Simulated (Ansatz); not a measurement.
MgB6. Total charge 0; triplet. Geometry PBE0-D4/def2-SVP, that of the neutral singlet; atoms count from 1.

```xyz
7

Mg    2.4012   -1.7812   -0.6454
B    -1.1580   -0.2080    1.2156
B     0.7583   -0.6539   -1.3586
B     0.5344    0.7649   -0.7972
B    -1.7253    1.2026    1.3279
B    -0.2421   -0.5850   -0.0372
B    -0.5685    1.2607    0.2950
```

The charge 0 triplet is spin-contaminated (final ⟨S²⟩ up to 2.22, 2.00 for a pure state). At PBE0-D4/def2-TZVP a singlet of charge 0 lies 0.20 eV below the triplet at the same geometry. The structure comes from a short search, and lower isomers may exist.

(1) Estimate the Mulliken populations from the PBE0/def2-TZVP orbitals of Ansatz.

(2) Where does the spin sit?

(3) And the Mayer bond orders between heavy atoms (over 0.3)?

Answers

(1) 
```
atom  charge (e)  spin (α − β)
 Mg1        0.24          0.62
  B2       -0.03          0.17
  B3        0.01          0.34
  B4        0.00          0.25
  B5       -0.10          0.86
  B6       -0.06         -0.13
  B7       -0.05         -0.12
```
Mulliken values depend strongly on the basis.

(2) Summed by element: Mg 0.62, B 1.38, of 2 unpaired in all. Largest on single atoms: B5 0.86, Mg1 0.62, B3 0.34.

(3) Mg1–B3 0.63 (2.12 Å); B2–B5 1.50 (1.52 Å); B2–B6 1.14 (1.60 Å); B2–B7 0.61 (1.83 Å); B3–B4 1.51 (1.54 Å); B3–B6 0.89 (1.66 Å); B4–B6 0.51 (1.73 Å); B4–B7 1.05 (1.63 Å); B5–B7 1.16 (1.55 Å); B6–B7 0.47 (1.90 Å).
